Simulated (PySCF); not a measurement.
## Basis-set dependence of BiF at PBE0

PySCF, UKS reference; triplet, unpaired electrons π ↑↑; De to Bi + F without counterpoise correction.

```
                     basis                           relativity  functions  Re (Å)  ωe (cm⁻¹)  De (eV)  μ (D)
        cc-pVDZ-PP/cc-pVDZ  scalar-relativistic core potentials         37   2.049        573     3.45  -3.29
                  def2-SVP  scalar-relativistic core potentials         40   2.046        574     3.54  -3.28
aug-cc-pVDZ-PP/aug-cc-pVDZ  scalar-relativistic core potentials         55   2.054        547     3.76  -3.37
        cc-pVTZ-PP/cc-pVTZ  scalar-relativistic core potentials         69   2.033        564     3.76  -3.09
              x2c-TZVPPall                        spin-free X2C        114   2.020        561      n/a  -3.18
```

(1) How does each smaller set differ from the one with most functions, x2c-TZVPPall?

A positive dipole means Bi(−)F(+). These are scalar-relativistic numbers at best; spin–orbit coupling would shift them, the dissociation energy most. The state is the lowest determinant that a PBE0 search found; another state may lie lower at other levels.

Results:

(1) cc-pVDZ-PP/cc-pVDZ: +2.9 pm, +2.1 % in ωe; def2-SVP: +2.6 pm, +2.3 % in ωe; aug-cc-pVDZ-PP/aug-cc-pVDZ: +3.4 pm, -2.5 % in ωe; cc-pVTZ-PP/cc-pVTZ: +1.3 pm, +0.5 % in ωe. All at PBE0; the set with most functions is neither the basis-set limit nor always the best. The rows treat relativity differently, so the differences are not basis effects alone.
